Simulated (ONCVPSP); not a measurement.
lead (Pb), ONCV: configuration errors across variants

* Element: lead (Pb)
* Generator: ONCVPSP 4.0.1
* Type: optimised norm-conserving Vanderbilt (ONCV)
* Functional: PBEsol
* Relativity: scalar-relativistic
* Frozen core: [Kr] 4d10 4f14
* Valence charge: 22
* Reference configuration: 5s2 5p6 5d10 6s2 (charge +2)
* Partial waves: 5s+6s: rc 1.40 bohr, ncon 3, nbas 7, qcut 11 1/bohr, 2 projectors; 5p: rc 1.10 bohr, ncon 5, nbas 8, qcut 7.3 1/bohr, 2 projectors, debl 2.4 Ha; 5d: rc 1.85 bohr, ncon 4, nbas 8, qcut 6.8 1/bohr, 2 projectors, debl 3.2 Ha
* Local potential: polynomial inside 0.90 bohr (lpopt 3, dvloc0 0 Ha)
* Core correction: Teter function, fcfact 4.5, rcfact 1.6

In the p channel the program set the typed energies aside and used -3.772, 0.250 Ha.

All-electron excitation energies from the reference (eV): (1) 5s2 5p6 5d10 6s2 6p2 -20.046; (2) 5s2 5p6 5d10 6s2 6p1 -13.447; (3) 5s2 5p6 5d10 6s1 32.480; (4) 5s2 5p5 5d10 6s2 6p2 72.889.

Errors AE − PS in meV (a dash: test not solved or not reliable):

```csv
change,(1),(2),(3),(4),bound ghosts,GHOST(+) flags above zero
base,+8.6,+6.0,-14,-155,none,s
d: qcut 6.7,+8.6,+6.0,-14,-157,none,"s, d"
s: rc 2.06,+8.8,+6.1,-20,-149,none,s
"local potential polynomial inside 0.90 bohr (lpopt 3, dvloc0 7 Ha)",+8.6,+6.0,-14,-155,none,s
```

(1) Give the same row for: d: ncon 5, nbas 9.

## Answers

(1) +8.5, +6.0, -14, -144; bound ghosts: none; GHOST(+) flags above zero: s, d.
